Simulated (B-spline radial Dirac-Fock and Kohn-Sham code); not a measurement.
The Lℓ (L3-M1) line from Sn to Ho

Model: relaxed Dirac-Fock hole states (ΔSCF) with Breit and QED corrections and a finite nucleus. Program: a B-spline atomic structure program. Free neutral atoms. Electron correlation is not included.

| Z | element | energy (eV) | wavelength (Å) |
| --- | --- | --- | --- |
| 50 | Sn | 3042.2 | 4.0755 |
| 51 | Sb | 3185.7 | 3.8920 |
| 52 | Te | 3332.4 | 3.7205 |
| 53 | I | 3482.5 | 3.5602 |
| 54 | Xe | 3635.7 | 3.4102 |
| 55 | Cs | 3792.3 | 3.2694 |
| 56 | Ba | 3952.1 | 3.1372 |
| 57 | La | 4115.1 | 3.0129 |
| 58 | Ce | 4282.9 | 2.8948 |
| 59 | Pr | 4455.4 | 2.7828 |
| 60 | Nd | 4629.6 | 2.6780 |
| 61 | Pm | 4807.0 | 2.5792 |
| 62 | Sm | 4987.6 | 2.4859 |
| 63 | Eu | 5171.2 | 2.3976 |
| 64 | Gd | 5356.6 | 2.3146 |
| 65 | Tb | 5547.5 | 2.2349 |
| 66 | Dy | 5740.2 | 2.1599 |
| 67 | Ho | 5935.9 | 2.0887 |

Question: How well does Moseley's law, √E linear in Z, describe these energies?

Answer: A straight-line fit gives √(E/eV) = 1.2888·(Z − 7.21). The slope squared is 0.1221 Ry, against 0.1389 Ry for a hydrogen-like ion. The residuals, fit less computed, are Sn -1.1, Sb -0.8, Te -0.4, I 0.0, Xe +0.5, Cs +1.0, Ba +1.6, La +2.4, Ce +1.6, Pr -0.5, Nd -1.1, Pm -1.4, Sm -1.6, Eu -1.5, Gd 0.0, Tb -0.6, Dy +0.3, Ho +1.6 eV.
